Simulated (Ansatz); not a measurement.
Program: Ansatz. Geometries: PBE0-D4/def2-TZVP. ΔE: electronic, gas phase. CCSD(T)/CBS adds triple-zeta CCSD(T) − MP2 to the extrapolated MP2 energy (def2 sets, frozen cores). Functionals use def2-TZVPP. For Ge outer-core shells are correlated without core-valence functions, which leaves a few kJ/mol of doubt a bond. Scalar relativity is left out up to krypton. One conformer a species, not always the lowest.

Reaction (redistribution): `C[O][Ge][Cl]` + `C=C[SiH](N)OC` → `C[O][Ge][O]C` + `C=C[SiH](N)Cl`

| level | ΔE (kJ/mol) |
| --- | --- |
| ωB97X-V | 35.7 |
| HF/def2-TZVPP | 47.9 |
| MP2/def2-QZVPP | 32.4 |
| CCSD/CBS(def2) | 38.0 |

Problem. What does CCSD(T)/CBS give? (Estimate.)

Solution. The calculation gave: +36.0 kJ/mol. The listed levels differ from it by -0.3, 11.9, -3.6, 2.0 kJ/mol.

Largest T1 diagnostic among the species: 0.015.

In def2-TZVPP, CCSD(T) changes the Hartree–Fock value by −13.1 kJ/mol (the triples alone add −2.0 kJ/mol) and MP2 by −16.4 kJ/mol.
